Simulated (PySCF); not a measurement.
A small calculation by hand: chemical shift, span and skew from a shielding tensor

C2H6BNO2Si, SMILES N[SiH2]C#CB(O)O. Atoms are numbered in the order given.

```xyz
13

Si     2.3217    -0.3874    -0.1508
N      3.0202     1.1181     0.3231
C      0.4782    -0.2513    -0.1002
C     -0.7393    -0.1697    -0.0536
B     -2.2952    -0.0600     0.0000
O     -3.0860    -1.1446    -0.2171
O     -2.9075     1.1248     0.2666
H      2.7678    -0.6657    -1.5430
H      2.6662    -1.5637     0.7044
H      2.8256     1.5278     1.2300
H      3.9380     1.3826    -0.0167
H     -2.5750    -1.9405    -0.3949
H     -2.2772     1.8404     0.3964
```

Coordinates come from a ωB97X-D3(BJ)/def2-SVP optimisation. This is a generated structure with no PubChem entry under its InChIKey; it may be hypothetical. Other conformers were not sampled.

GIAO shieldings from PBE/pcSseg-1 (PySCF), non-relativistic, no solvent. The symmetric part of the tensor of N2 has the principal values 216.6, 260.3, 290.5 ppm. The same nucleus in NH3 has σ = 267.0 ppm at this level (PySCF, at its B3LYP-D3(BJ)/def2-TZVP geometry).

**Question.** Work out the isotropic shielding, the ¹⁵N shift against NH3, the span and the skew.

**Answer.** 
σ(iso) = (σ11 + σ22 + σ33)/3 = 255.8 ppm. δ = σ(ref) − σ(iso) = 267.0 − (255.8) = 11.2 ppm.
Span Ω = σ33 − σ11 = 73.9 ppm. Skew κ = 3(σ(iso) − σ22)/Ω = -0.18. Tumbling in solution averages the tensor to δ; in a static solid the shielding alone would spread this spin-1/2 line over Ω.
